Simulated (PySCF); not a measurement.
A TDDFT job was run through a driver script with this input:

```
{"job": {"kind": "uv", "xc": "wB97X-D", "basis": "def2-SVPD", "ip": true}, "charge": 0, "multiplicity": 1}
N      1.675644     0.914889     1.266349
C      1.077293     0.197389     0.581064
C      0.301100    -0.673438    -0.271914
As    -1.550306    -0.025830    -0.655586
H      0.808253    -0.803405    -1.239891
H      0.209898    -1.669098     0.187826
H     -1.115010     1.399210    -0.972523
H     -1.856087     0.327370     0.794373
```

Its output, with some lines taken out ([cut]):

```
coarse grid: 32704 points
cycle   1  E = -2368.7949461456  dE = -4.469e-01  |g| = 5.103e-01  |ddm| = 3.620e+00
cycle   2  E = -2368.7093904141  dE =  8.556e-02  |g| = 8.452e-01  |ddm| = 1.355e+00
cycle   3  E = -2368.8617507783  dE = -1.524e-01  |g| = 5.050e-02  |ddm| = 8.473e-01
cycle   4  E = -2368.8620970187  dE = -3.462e-04  |g| = 3.050e-02  |ddm| = 1.159e-01
cycle   5  E = -2368.8622462045  dE = -1.492e-04  |g| = 3.566e-03  |ddm| = 4.828e-02
cycle   6  E = -2368.8622522097  dE = -6.005e-06  |g| = 1.018e-03  |ddm| = 1.231e-02
final grid: 67976 points
cycle   7  E = -2368.8622426796  dE = -1.224e-06  |g| = 6.439e-04  |ddm| = 7.608e-03
cycle   8  E = -2368.8622426878  dE = -8.253e-09  |g| = 8.218e-04  |ddm| = 1.873e-03
cycle   9  E = -2368.8622428289  dE = -1.411e-07  |g| = 1.466e-04  |ddm| = 9.073e-04
cycle  10  E = -2368.8622428361  dE = -7.181e-09  |g| = 6.307e-05  |ddm| = 3.230e-04
cycle  11  E = -2368.8622428377  dE = -1.625e-09  |g| = 1.254e-05  |ddm| = 2.268e-04
cycle  12  E = -2368.8622428378  dE = -7.640e-11  |g| = 4.049e-06  |ddm| = 4.573e-05
converged SCF energy = -2368.8622428378

Static polarisability (au): isotropic 60.161, principal 49.573 55.458 75.451

Singlet excitations
state   eV       nm        f      main configurations
[cut]
  2   6.9977    177.2   0.05766   H->L+2 0.82
  3   6.9993    177.1   0.20115   H->L+1 0.90
  4   7.4829    165.7   0.02464   H->L+3 0.22, H-2->L 0.21, H-2->L+1 0.15
  5   7.7047    160.9   0.00448   H->L+3 0.28, H-2->L 0.27, H-2->L+1 0.11
  6   7.7531    159.9   0.02664   H-1->L 0.46, H-2->L+3 0.14, H-2->L+2 0.12
[cut]
  8   8.4975    145.9   0.00254   H-4->L 0.37, H-2->L 0.15, H-1->L+2 0.14
  9   8.6668    143.1   0.01295   H-2->L+1 0.29, H-2->L 0.24, H-1->L+2 0.20
 10   8.7398    141.9   0.01381   H->L+4 0.55, H-1->L+1 0.26

Triplet excitations (Tamm-Dancoff, eV): 5.3583 5.9726 6.2017 6.7318
[cut]
```

Method: PySCF, TDDFT wB97X-D/def2-SVPD, vertical, gas phase, core orbitals frozen in the response. Isolated species at its PBE0-D3(BJ)/def2-SVP geometry (one conformer only). Relativistic effects, spin–orbit coupling among them, are left out although an element past zinc is present.

Problem. Restore the lines that were cut, in order.

Solution. 
```
  1   6.4273    192.9   0.09210   H->L 0.92
  7   8.1691    151.8   0.02690   H-1->L 0.33, H->L+4 0.28, H-1->L+1 0.21
Vertical ionisation energy (delta-SCF) = 10.2757 eV
```

Problem. What is the polarisability anisotropy, √(½[(α1 − α2)² + (α2 − α3)² + (α3 − α1)²])?

Solution. 23.49 au.

Problem. What is the gap between the lowest singlet and the lowest triplet?

Solution. 6.4273 − 5.3583 = 1.0690 eV (full response against Tamm–Dancoff).

Problem. How much of the mean polarisability do the listed states account for?

Solution. The sum over states Σ f/ΔE² (ΔE in hartree) gives 6.86 au, 11% of the total; the rest comes from higher roots of the same response equations.

Problem. Write the structure that the coordinates describe.

Solution. `N#CC[AsH2]` (C2H4AsN), point group Cs.

The SCF starts on a coarse grid; the energy jumps when the final grid takes over, and dE counts afresh there. H and L stand for HOMO and LUMO.

The run took 22 s on Arm Neoverse V1, one thread, no GPU (shared host).

Shape of the structure used: `[N:1]#[C:2][CH2:3][AsH2:4]`: H–As4–C3–C2 46°, H–As4–C3–C2 -46°.

The pairwise dispersion term of wB97X-D wasn't added to the energies; at a given geometry it leaves orbitals and properties as they are.
